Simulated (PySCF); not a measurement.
Isomers of C4H6BN, mass 79.059 u with the commonest isotopes. Theory: PySCF, PBE0-D3(BJ)/def2-SVP geometry optimisation, gas phase. One conformer each, none proved a minimum here; rigid rotors.

**Question.** Order these by dipole moment, smallest first.
A. 1,2-dihydro-1,2-azaborine, `B1C=CC=CN1`
B. `C#CCC#[N+][BH3-]`
C. `Bn1cccc1`

**Answer.** C (0.35 D), A (2.23 D), B (6.98 D).

**Question.** Order these by rotational constant C, smallest first.
A. `[BH3-][N+]#CCC#C`
B. `Bn1cccc1`
C. 1,2-dihydro-1,2-azaborine (`C1C=CNBC=1`)

**Answer.** A (1392 MHz), B (2680 MHz), C (2757 MHz).

**Question.** Order these by rotational constant A, smallest first.
A. `BN1C=CC=C1`
B. 1,2-dihydro-1,2-azaborine, `B1C=CC=CN1`
C. `[N+](#CCC#C)[BH3-]`

**Answer.** B (5676 MHz), A (8744 MHz), C (12053 MHz).

```
          SMILES  point group  Ia (u·Å²)  Ib (u·Å²)  Ic (u·Å²)      κ  μa (D)  μb (D)  μc (D)
        Bn1cccc1          C2v      57.80     130.78     188.58  -0.61    0.35    0.00    0.00
      B1C=CC=CN1           Cs      89.04      94.25     183.29   0.79    1.65    1.50    0.00
[BH3-][N+]#CCC#C            –      41.93     328.61     363.19  -0.97    6.49    2.57    0.01
```
